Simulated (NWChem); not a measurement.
Species: CrSOCl2; SMILES [O]=[Cr](=[S])([Cl])[Cl]

```xyz
5

Cr     0.0485     0.2625     0.0000
O      0.1294     1.7785     0.0000
S      1.8727    -0.4616     0.0000
Cl    -0.9343    -0.3757     1.7549
Cl    -0.9343    -0.3757    -1.7549
```
Atoms are numbered in this order, from 1.

Level: PBE0/def2-SVP (NWChem), optimised geometry, unscaled harmonic frequencies. 

```json
[
 {"frequency (cm⁻¹)": "138", "IR intensity (km/mol)": "0.1"},
 {"frequency (cm⁻¹)": "172", "IR intensity (km/mol)": "0.2"},
 {"frequency (cm⁻¹)": "192", "IR intensity (km/mol)": "0.1"},
 {"frequency (cm⁻¹)": "265", "IR intensity (km/mol)": "0.0"},
 {"frequency (cm⁻¹)": "325", "IR intensity (km/mol)": "4.5"},
 {"frequency (cm⁻¹)": "437", "IR intensity (km/mol)": "13.2"},
 {"frequency (cm⁻¹)": "496", "IR intensity (km/mol)": "94.2"},
 {"frequency (cm⁻¹)": "638", "IR intensity (km/mol)": "53.2"},
 {"frequency (cm⁻¹)": "1178", "IR intensity (km/mol)": "129.6"}
]
```

| Property | Result |
|---|---|
| zero-point energy | 5.5 kcal/mol |
| thermal correction to the enthalpy at 298.15 K (with zero-point energy) | 10.0 kcal/mol |
| heat capacity Cv | 18.8 cal/(mol K) |
| entropy at 298.15 K and 1 atm (symmetry number 1) | 82.2 cal/(mol K) |
| dipole moment | 0.95 D |

Rigid rotor and harmonic oscillator.
